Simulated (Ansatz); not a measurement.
Reaction (redistribution): `[CH3][In]([NH2])[Br]` + `O[Si](F)(Cl)Br` → `[CH3][In]([Cl])[Br]` + `N[Si](O)(F)Br`

Calculated with Ansatz (gas phase, PBE0-D4/def2-TZVP geometries, no zero-point term in ΔE). CCSD(T)/CBS adds triple-zeta CCSD(T) − MP2 to the extrapolated MP2 energy (def2 sets, frozen cores). Elements past krypton have def2 core potentials. For Br, In outer-core shells are correlated without core-valence functions, which leaves a few kJ/mol of doubt a bond. Scalar relativity is left out up to krypton. Each species was taken in one conformer, which may not be the lowest.

`[CH3][In]([NH2])[Br]`:

```xyz
9

C     1.180    0.569    1.164
In   -0.514   -0.056    0.039
N    -0.737   -0.576   -1.884
Br   -2.752    0.011    1.136
H     0.997    1.573    1.546
H     1.313   -0.107    2.009
H     2.079    0.567    0.549
H     0.036   -0.962   -2.404
H    -1.602   -1.019   -2.154
```

`O[Si](F)(Cl)Br`:

Z-matrix (Å, degrees):
```
Si
F 1 1.580
Cl 1 2.028 2 106.5
O 1 1.613 2 111.1 3 121.5
Br 1 2.176 2 108.3 3 -120.3
H 4 0.959 1 118.7 2 -77.8
```

`[CH3][In]([Cl])[Br]`:

Z-matrix (Å, degrees):
```
C
In 1 2.128
H 1 1.089 2 109.4
H 1 1.089 2 109.2 3 121.2
H 1 1.090 2 108.5 3 -119.6
Cl 2 2.326 1 123.2 3 -155.2
Br 2 2.462 1 124.9 3 25.1
```

`N[Si](O)(F)Br`:

Cartesian coordinates in Å:
```
N 0.386 -1.004 -0.580
Si -0.325 0.232 0.329
O 0.275 1.685 -0.069
F -1.882 0.123 0.046
Br -0.077 0.106 2.514
H 1.384 -1.136 -0.552
H -0.098 -1.883 -0.679
H 0.337 1.876 -1.008
```

```json
{"species": "`[CH3][In]([NH2])[Br]`", "CCSD/def2-TZVPP energy (Eh)": "-2857.94261"}
{"species": "`O[Si](F)(Cl)Br`", "CCSD/def2-TZVPP energy (Eh)": "-3497.15867"}
{"species": "`[CH3][In]([Cl])[Br]`", "CCSD/def2-TZVPP energy (Eh)": "-3261.83781"}
{"species": "`N[Si](O)(F)Br`", "CCSD/def2-TZVPP energy (Eh)": "-3093.29662"}
```

Work out ΔE.

ΔE = (-3261.83781) + (-3093.29662) − (-2857.94261) − (-3497.15867) = -0.03315 Eh = -0.90 eV. CCSD(T)/CBS gives -0.85 eV.

Largest T1 diagnostic among the species: 0.012.

From r2SCAN to r2SCAN0 (25 % exact exchange), in def2-TZVPP and without D4, ΔE moves by −0.05 eV. In def2-TZVPP, CCSD(T) changes the Hartree–Fock value by +0.26 eV (the triples alone add +0.04 eV) and MP2 by +0.30 eV. Leaving LDA and LC-ωPBE aside and taking each functional with its dispersion term where it has one, the values, not all of them listed here, spread over 0.18 eV, from BHLYP-D4 to PBE-D4.
